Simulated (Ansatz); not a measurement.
Ge₁₄H₂₄, a nanocrystal cut from cubic germanium, 38 atoms. Hardware: 4 threads of AMD EPYC 7R13 on a shared host and a share (37 GiB) of an NVIDIA H100 80GB HBM3.

Correlated methods freeze 126 core orbitals; core or outer-core shells of Ge are correlated, in sets that lack core-valence functions. Single mean-field runs in def2-SVP, def2-TZVP are fitted with def2-universal-jkfit.

(1) How many basis functions does each of these Ansatz runs have, and roughly what does it cost? PBE0-D4/def2-TZVP, charge 0 triplet at the geometry of the charge 0 singlet, energy; revPBE-D4/def2-TZVP, charge 0 singlet, energy and forces, from earlier orbitals; revPBE-D4/def2-TZVP, charge 1 doublet at the geometry of the charge 0 singlet, energy, from earlier orbitals; r2SCAN-D4/def2-TZVP, charge 0 singlet, energy, from earlier orbitals; PBE0-D4/def2-TZVP, charge 0 singlet, energy and forces, from earlier orbitals; BHLYP-D4/def2-TZVP, charge 0 singlet, energy, from earlier orbitals; PBE-D4/def2-TZVP, charge -1 doublet at the geometry of the charge 0 singlet, energy, from earlier orbitals; r2SCAN-D4/def2-SVP, charge 0 singlet, relaxation, 5 steps; PBE-D4/def2-TZVP, charge 0 triplet at the geometry of the charge 0 singlet, energy, from earlier orbitals; PBE0-D4/def2-TZVP, charge -1 doublet at the geometry of the charge 0 singlet, energy; RPA@PBE/def2-SVP, charge 0 singlet, energy, from earlier orbitals; PBE-D4/def2-SVP, charge 0 singlet, energy, from earlier orbitals.

## Answers

(1) Other jobs shared the machine, so times can vary by a factor of up to 3.

| run | functions | fitting or Cholesky vectors | wall time | peak host memory (GiB) |
| --- | --- | --- | --- | --- |
| revPBE-D4/def2-TZVP, charge 0 singlet, energy and forces, from earlier orbitals | 816 | 4156 | 7.5 s | 1.3 |
| PBE-D4/def2-SVP, charge 0 singlet, energy, from earlier orbitals | 568 | 4156 | 7.5 s | 1.1 |
| r2SCAN-D4/def2-TZVP, charge 0 singlet, energy, from earlier orbitals | 816 | 4156 | 8 s | 1.2 |
| revPBE-D4/def2-TZVP, charge 1 doublet at the geometry of the charge 0 singlet, energy, from earlier orbitals | 816 | 4156 | 12 s | 1.4 |
| PBE0-D4/def2-TZVP, charge 0 singlet, energy and forces, from earlier orbitals | 816 | 4156 | 12 s | 3.8 |
| BHLYP-D4/def2-TZVP, charge 0 singlet, energy, from earlier orbitals | 816 | 4156 | 13 s | 1.2 |
| RPA@PBE/def2-SVP, charge 0 singlet, energy, from earlier orbitals | 568 | 5648 | 17 s | 3.9 |
| PBE-D4/def2-TZVP, charge -1 doublet at the geometry of the charge 0 singlet, energy, from earlier orbitals | 816 | 4156 | 19 s | 1.5 |
| PBE-D4/def2-TZVP, charge 0 triplet at the geometry of the charge 0 singlet, energy, from earlier orbitals | 816 | 4156 | 21 s | 1.5 |
| r2SCAN-D4/def2-SVP, charge 0 singlet, relaxation, 5 steps | 568 | 4156 | 23 s | 1.3 |
| PBE0-D4/def2-TZVP, charge 0 triplet at the geometry of the charge 0 singlet, energy | 816 | 4156 | 40 s | 1.5 |
| PBE0-D4/def2-TZVP, charge -1 doublet at the geometry of the charge 0 singlet, energy | 816 | 4156 | 80 s | 1.5 |
